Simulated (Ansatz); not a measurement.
`[F][Al]1[CH]=[C]1[SiH3]`, relaxed with RKS PBE0-D4/def2-TZVP in the Gaussian-basis code of Ansatz from a PBE-D4/def2-SVP geometry. The force threshold is 0.005 eV/Å; the program also tests the step.

The species carries charge 0 and has multiplicity 1.

Start:

```xyz
9

F    -1.836   -2.777   -1.802
Al   -1.248   -1.337   -1.201
C    -1.082    0.496   -0.979
C    -0.173   -0.200   -0.169
Si    1.113    0.432    1.041
H    -1.193    1.599   -1.041
H     2.474   -0.096    0.667
H     0.788   -0.058    2.429
H     1.157    1.941    1.055
```

Question: How much energy does the relaxation release, and in how many steps? (Estimate.)

Answer: The calculation gave: 0.05 eV, in 9 steps, 2 of them rejected.

Question: Which bonds change most? (Estimate.)

Answer: Computed: F1–Al2 from 1.667 to 1.637 Å; Al2–C3 from 1.854 to 1.831 Å; Al2–C4 from 1.874 to 1.851 Å; C4–Si5 from 1.876 to 1.854 Å.

Question: Give the relaxed structure. (Estimate.)

Answer: Computed: 
```xyz
9

F    -1.839   -2.731   -1.770
Al   -1.241   -1.324   -1.185
C    -1.050    0.485   -0.977
C    -0.171   -0.212   -0.164
Si    1.094    0.428    1.032
H    -1.135    1.570   -1.038
H     2.446   -0.058    0.645
H     0.795   -0.076    2.400
H     1.103    1.918    1.056
```
